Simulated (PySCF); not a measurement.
Isomers of C5H8O2Si2, mass 156.006 u with the commonest isotopes. Theory: PBE0/pcSseg-1 in PySCF (dipole) on a GFN2-xTB geometry, gas phase. One conformer each, none proved a minimum here; rigid rotors.

Question: Order these by rotational constant B, smallest first.
A. `[CH:1]#[C:2][Si@@H:3]1[SiH2:4][O:5][CH:6]=[C:7]1[O:8][CH3:9]` with C6–C7–O8–C9 -1°
B. `[O:1]=[C:2]([OH:3])[SiH:4]1[CH:5]=[CH:6][SiH2:7][CH:8]=[CH:9]1` with O1–C2–O3–H 0°, O1–C2–Si4–C5 -121°, C2–Si4–C5–C6 -95°, C5–C6–Si7–C8 -20°, C6–Si7–C8–C9 20°, C2–Si4–C9–C8 96°
C. `[CH:1]#[C:2][Si@H:3]1[CH:4]=[C:5]([CH2:6][OH:7])[SiH2:8][O:9]1` with C4–C5–C6–O7 158°, C5–C6–O7–H -62°
D. `[CH:1]#[C:2][SiH2:3][Si@:4]([OH:5])([CH:6]=[CH2:7])[CH:8]=[O:9]` with C2–Si3–Si4–O5 -173°, Si3–Si4–O5–H 139°, Si3–Si4–C6–C7 119°, Si3–Si4–C8–O9 -117°
E. `[CH:1]#[C:2][C:3]1([SiH2:4][O:5][SiH2:6][OH:7])[CH:8]=[CH:9]1` with C2–C3–Si4–O5 179°, C3–Si4–O5–Si6 176°, Si4–O5–Si6–O7 -9°, O5–Si6–O7–H 180°

Answer: E (571.7 MHz), C (696.6 MHz), D (772.3 MHz), B (816.7 MHz), A (1108 MHz).

Question: Order these by dipole moment, largest first.
A. `[O:1]=[C:2]([OH:3])[SiH:4]1[CH:5]=[CH:6][SiH2:7][CH:8]=[CH:9]1` with O1–C2–O3–H 0°, O1–C2–Si4–C5 -121°, C2–Si4–C5–C6 -95°, C5–C6–Si7–C8 -20°, C6–Si7–C8–C9 20°, C2–Si4–C9–C8 96°
B. `[CH:1]#[C:2][C:3]1([SiH2:4][O:5][SiH2:6][OH:7])[CH:8]=[CH:9]1` with C2–C3–Si4–O5 179°, C3–Si4–O5–Si6 176°, Si4–O5–Si6–O7 -9°, O5–Si6–O7–H 180°
C. `[CH:1]#[C:2][Si@H:3]1[CH:4]=[C:5]([CH2:6][OH:7])[SiH2:8][O:9]1` with C4–C5–C6–O7 158°, C5–C6–O7–H -62°
D. `[CH:1]#[C:2][Si@@H:3]1[SiH2:4][O:5][CH:6]=[C:7]1[O:8][CH3:9]` with C6–C7–O8–C9 -1°

Answer: B (2.39 D), C (2.22 D), A (1.92 D), D (0.47 D).

Question: Order these by out-of-plane moment Σ m c² = (Ia + Ib − Ic)/2, smallest first.
A. `[O:1]=[C:2]([OH:3])[SiH:4]1[CH:5]=[CH:6][SiH2:7][CH:8]=[CH:9]1` with O1–C2–O3–H 0°, O1–C2–Si4–C5 -121°, C2–Si4–C5–C6 -95°, C5–C6–Si7–C8 -20°, C6–Si7–C8–C9 20°, C2–Si4–C9–C8 96°
B. `[CH:1]#[C:2][Si@H:3]1[CH:4]=[C:5]([CH2:6][OH:7])[SiH2:8][O:9]1` with C4–C5–C6–O7 158°, C5–C6–O7–H -62°
C. `[CH:1]#[C:2][C:3]1([SiH2:4][O:5][SiH2:6][OH:7])[CH:8]=[CH:9]1` with C2–C3–Si4–O5 179°, C3–Si4–O5–Si6 176°, Si4–O5–Si6–O7 -9°, O5–Si6–O7–H 180°
D. `[CH:1]#[C:2][SiH2:3][Si@:4]([OH:5])([CH:6]=[CH2:7])[CH:8]=[O:9]` with C2–Si3–Si4–O5 -173°, Si3–Si4–O5–H 139°, Si3–Si4–C6–C7 119°, Si3–Si4–C8–O9 -117°
E. `[CH:1]#[C:2][Si@@H:3]1[SiH2:4][O:5][CH:6]=[C:7]1[O:8][CH3:9]` with C6–C7–O8–C9 -1°

Answer: C (22.38 u·Å²), E (43.83 u·Å²), B (70.87 u·Å²), A (117.53 u·Å²), D (143.12 u·Å²).

```json
{"SMILES": "O=C(O)[SiH]1C=C[SiH2]C=C1", "point group": "–", "Ia (u·Å²)": "254.74", "Ib (u·Å²)": "618.78", "Ic (u·Å²)": "638.45", "κ": "-0.96", "μa (D)": "1.84", "μb (D)": "0.06", "μc (D)": "0.57"}
{"SMILES": "C#CC1([SiH2]O[SiH2]O)C=C1", "point group": "C1", "Ia (u·Å²)": "163.24", "Ib (u·Å²)": "884.00", "Ic (u·Å²)": "1002.48", "κ": "-0.95", "μa (D)": "1.96", "μb (D)": "1.38", "μc (D)": "0.07"}
{"SMILES": "C#C[SiH2][Si@](O)(C=C)C=O", "point group": "C1", "Ia (u·Å²)": "376.53", "Ib (u·Å²)": "654.34", "Ic (u·Å²)": "744.63", "κ": "-0.72", "μa (D)": "0.49", "μb (D)": "1.48", "μc (D)": "1.23"}
{"SMILES": "C#C[Si@H]1C=C(CO)[SiH2]O1", "point group": "C1", "Ia (u·Å²)": "218.19", "Ib (u·Å²)": "725.53", "Ic (u·Å²)": "801.98", "κ": "-0.92", "μa (D)": "0.39", "μb (D)": "2.15", "μc (D)": "0.39"}
{"SMILES": "C#C[Si@@H]1[SiH2]OC=C1OC", "point group": "C1", "Ia (u·Å²)": "398.15", "Ib (u·Å²)": "456.12", "Ic (u·Å²)": "766.60", "κ": "0.47", "μa (D)": "0.33", "μb (D)": "0.21", "μc (D)": "0.28"}
```
